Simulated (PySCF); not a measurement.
In(F)(Br)(vinyl) (C2H3BrFIn), SMILES C=[CH][In]([F])[Br]. Atoms are numbered in the order given.

```xyz
8

In     0.3968    -0.5206     0.0000
F      2.3597    -0.6060     0.0000
Br    -0.4570     1.8265     0.0000
C     -0.8904    -2.2221     0.0000
C     -2.2188    -2.0667     0.0000
H     -0.4398    -3.2204     0.0000
H     -2.8951    -2.9311     0.0000
H     -2.6985    -1.0817     0.0000
```
Charge 0, spin multiplicity 1.

Geometry optimised at B3LYP-D3(BJ)/def2-SVP. The structure was generated by enumeration; whether it is a known compound was not checked. The def2 effective core potentials stand for the cores of In; spin–orbit coupling is left out. The values are those of a single conformer.

All values below come from PySCF with M06-2X/def2-TZVP.

Isolated molecule, no solvent.

```yaml
total_energy: -2942.18541 hartree
point_group: Cs
highest_occupied_level: -9.57 eV
lowest_empty_level: -1.40 eV
orbital_gap: 8.17 eV
dipole_moment: 4.12 D
quadrupole, principal values (traceless, Buckingham form, about the centre of nuclear charge): -10.49, 4.34, 6.16 D·Å
mean_static_polarisability: 76.0 bohr³ (11.26 Å³)
polarisability_principal_values: 50.2, 81.6, 96.2 bohr³
```
